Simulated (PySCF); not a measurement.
Job file and geometry (Å, from GFN2-xTB) of a spin–spin coupling run on SMILES N#CB(C#N)C#N, C$_{3}$BN$_{3}$, PySCF, B3LYP/pcJ-1 indirect spin-spin coupling, non-relativistic, gas phase; density fitting, a coarse starting grid and PySCF grid level 2 are the driver's defaults:

```
{"job": {"kind": "j", "xc": "B3LYP", "basis": "pcJ-1"}, "charge": 0, "multiplicity": 1}
N     -0.210398     2.655527    -0.072311
C     -0.120120     1.512142    -0.044301
B     -0.000161     0.000414    -0.005417
C      1.369846    -0.650325     0.011510
N      2.406651    -1.141193     0.026212
C     -1.248905    -0.860448     0.019269
N     -2.193580    -1.511213     0.037959
```

Q: Write the output of this run.

A: 
```
coarse grid: 7536 points
cycle   1  E = -303.2524896397  dE =  9.509e-01  |g| = 5.746e-01  |ddm| = 2.769e+00
cycle   2  E = -302.6816432704  dE =  5.708e-01  |g| = 1.678e+00  |ddm| = 1.261e+00
cycle   3  E = -303.3363640641  dE = -6.547e-01  |g| = 7.196e-02  |ddm| = 8.659e-01
cycle   4  E = -303.3372788114  dE = -9.147e-04  |g| = 4.041e-02  |ddm| = 7.137e-02
cycle   5  E = -303.3376359670  dE = -3.572e-04  |g| = 2.297e-03  |ddm| = 2.667e-02
cycle   6  E = -303.3376368860  dE = -9.190e-07  |g| = 1.329e-03  |ddm| = 2.599e-03
final grid: 77808 points
cycle   7  E = -303.3901580791  dE = -7.585e-05  |g| = 5.059e-03  |ddm| = 1.299e-02
cycle   8  E = -303.3901386632  dE =  1.942e-05  |g| = 1.056e-02  |ddm| = 8.256e-03
cycle   9  E = -303.3901623760  dE = -2.371e-05  |g| = 1.922e-03  |ddm| = 6.004e-03
cycle  10  E = -303.3901629917  dE = -6.157e-07  |g| = 8.821e-04  |ddm| = 1.292e-03
cycle  11  E = -303.3901630777  dE = -8.595e-08  |g| = 5.887e-04  |ddm| = 6.684e-04
cycle  12  E = -303.3901631547  dE = -7.701e-08  |g| = 1.470e-05  |ddm| = 3.024e-04
cycle  13  E = -303.3901631547  dE = -3.388e-11  |g| = 6.529e-06  |ddm| = 1.366e-05
converged SCF energy = -303.3901631547

Indirect spin-spin couplings (Hz)
  i      j    bonds     total        FC       PSO       DSO        SD
  0 N    1 C    1    -19.006   -13.983     1.393     0.016    -6.432
  0 N    2 B    2     -2.728    -0.633    -1.403     0.079    -0.771
  0 N    3 C    3     -0.305    -0.553     0.091     0.021     0.136
  0 N    4 N    4      0.998     0.025     0.572    -0.012     0.413
  0 N    5 C    3     -0.305    -0.553     0.090     0.021     0.136
  0 N    6 N    4      0.995     0.025     0.571    -0.012     0.411
  1 C    2 B    1    108.674   110.012    -1.882     0.286     0.258
  1 C    3 C    2      3.337     3.252     0.037     0.064    -0.016
  1 C    4 N    3     -0.305    -0.553     0.091     0.021     0.136
  1 C    5 C    2      3.350     3.264     0.037     0.064    -0.015
  1 C    6 N    3     -0.305    -0.552     0.090     0.021     0.136
  2 B    3 C    1    108.589   109.928    -1.883     0.286     0.258
  2 B    4 N    2     -2.730    -0.635    -1.403     0.079    -0.771
  2 B    5 C    1    108.697   110.035    -1.882     0.286     0.258
  2 B    6 N    2     -2.729    -0.634    -1.403     0.079    -0.771
  3 C    4 N    1    -19.019   -14.000     1.396     0.016    -6.430
  3 C    5 C    2      3.350     3.264     0.037     0.064    -0.015
  3 C    6 N    3     -0.306    -0.554     0.090     0.021     0.136
  4 N    5 C    3     -0.306    -0.554     0.090     0.022     0.136
  4 N    6 N    4      0.996     0.025     0.571    -0.012     0.412
  5 C    6 N    1    -19.008   -13.986     1.394     0.016    -6.432
```

Size and cost of the density-fitted run: 189 basis functions, 19 s wall time on 1 thread of an x86-64 server CPU, shared host.
